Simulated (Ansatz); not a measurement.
`[PH3+][InH3-]`, relaxed with RKS PBE0-D4/def2-TZVP in Ansatz from a PBE-D4/def2-SVP geometry. The force threshold is 0.005 eV/Å; the program also tests the step.

Charge 0, multiplicity 1. In takes the def2 core potential.

Start:

```xyz
8

P     0.516    1.088    0.019
In   -0.694   -1.486   -0.023
H     0.209    2.036   -1.009
H     1.938    1.240   -0.036
H     0.298    1.969    1.126
H    -1.619   -1.176   -1.475
H    -1.462   -1.306    1.538
H     0.814   -2.365   -0.140
```

(1) How much energy does the relaxation release, and in how many steps? (An estimate is asked.)

(2) Which bonds change most? (Estimate.)

(3) Give the relaxed structure. (An estimate is asked.)

Results:

(1) Computed: 0.04 eV, in 27 steps, 3 of them rejected.

(2) The calculation gave: P1–In2 from 2.844 to 2.782 Å; P1–H4 from 1.432 to 1.411 Å; P1–H5 from 1.432 to 1.411 Å; P1–H3 from 1.431 to 1.411 Å.

(3) Computed: 
```xyz
8

P     0.502    1.076    0.018
In   -0.675   -1.444   -0.026
H     0.933    1.671   -1.187
H     1.685    1.279    0.759
H    -0.222    2.178    0.520
H    -1.993   -0.986   -1.050
H    -0.925   -1.528    1.685
H     0.694   -2.245   -0.719
```
